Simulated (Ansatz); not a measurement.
Frontier orbitals of CH₄GeTe (`[CH2]1[GeH2][Te]1`).

The species carries charge 0 and has multiplicity 1. Correlated methods include outer-core shells of Ge, Te, which these sets cover unevenly. Scalar relativity is left out up to krypton. Te: def2 effective core potential. All single points use the PBE0-D4/def2-TZVP geometry. Basis def2-TZVPP, Ansatz 0.2.0.

| functional | HOMO (eV) | LUMO (eV) |
| --- | --- | --- |
| PBE | -5.02 | -1.98 |

(1) Give HOMO and LUMO (eV) with LDA (SPW92), revPBE, BLYP, r2SCAN, B97M-V, PBE0, B3LYP, r2SCANh, r2SCAN0, HSE06 (plane-wave form), BHLYP, CAM-B3LYP, LC-ωPBE, ωB97X-V, ωB97M-V, HF. (Best estimate.)

Results:

(1) The calculation gave: 
```json
{"functional": "LDA (SPW92)", "HOMO": "-5.15", "LUMO": "-2.18"}
{"functional": "revPBE", "HOMO": "-4.97", "LUMO": "-1.90"}
{"functional": "BLYP", "HOMO": "-4.84", "LUMO": "-1.88"}
{"functional": "r2SCAN", "HOMO": "-5.24", "LUMO": "-1.83"}
{"functional": "B97M-V", "HOMO": "-5.25", "LUMO": "-1.78"}
{"functional": "PBE0", "HOMO": "-6.03", "LUMO": "-1.19"}
{"functional": "B3LYP", "HOMO": "-5.81", "LUMO": "-1.41"}
{"functional": "r2SCANh", "HOMO": "-5.61", "LUMO": "-1.54"}
{"functional": "r2SCAN0", "HOMO": "-6.18", "LUMO": "-1.12"}
{"functional": "HSE06 (plane-wave form)", "HOMO": "-5.64", "LUMO": "-1.56"}
{"functional": "BHLYP", "HOMO": "-6.87", "LUMO": "-0.34"}
{"functional": "CAM-B3LYP", "HOMO": "-7.22", "LUMO": "-0.23"}
{"functional": "LC-ωPBE", "HOMO": "-8.52", "LUMO": "0.82"}
{"functional": "ωB97X-V", "HOMO": "-8.21", "LUMO": "0.75"}
{"functional": "ωB97M-V", "HOMO": "-8.10", "LUMO": "0.60"}
{"functional": "HF", "HOMO": "-8.19", "LUMO": "1.88"}
```

B3LYP here is the variant with VWN-RPA as its local correlation; programs differ in this. LC-ωPBE has ω = 0.4 bohr⁻¹. Positive LUMOs are unbound and depend on the basis.
